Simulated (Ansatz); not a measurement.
Calculated with Ansatz (gas phase, PBE0-D4/def2-TZVP geometries, no zero-point term in ΔE). CCSD(T)/CBS adds triple-zeta CCSD(T) − MP2 to the extrapolated MP2 energy (def2 sets, frozen cores). For Br, Ga outer-core shells are correlated without core-valence functions, which leaves a few kJ/mol of doubt a bond. Scalar relativity is left out up to krypton. One conformer a species, not always the lowest.

Reaction (ligand exchange at the Si–C bond): `FC(F)C[SiH3]` + `[OH][Ga]([Br])[Br]` → `[SiH3][O][Ga]([Br])[Br]` + `CC(F)F`

```csv
species,CCSD/def2-TZVPP energy (Eh)
`FC(F)C[SiH3]`,-568.17824
`[OH][Ga]([Br])[Br]`,-7144.72982
`[SiH3][O][Ga]([Br])[Br]`,-7435.01772
`CC(F)F`,-277.93331
```

(1) Work out ΔE.

Largest T1 diagnostic among the species: 0.011.

Answers

(1) ΔE = (-7435.01772) + (-277.93331) − (-568.17824) − (-7144.72982) = -0.04297 Eh = -112.8 kJ/mol. CCSD(T)/CBS gives -109.0 kJ/mol.

From PBE to PBE0 (25 % exact exchange), in def2-TZVPP and without D4, ΔE moves by −7.4 kJ/mol. In def2-TZVPP, CCSD(T) changes the Hartree–Fock value by +23.3 kJ/mol (the triples alone add +3.2 kJ/mol) and MP2 by +21.5 kJ/mol.
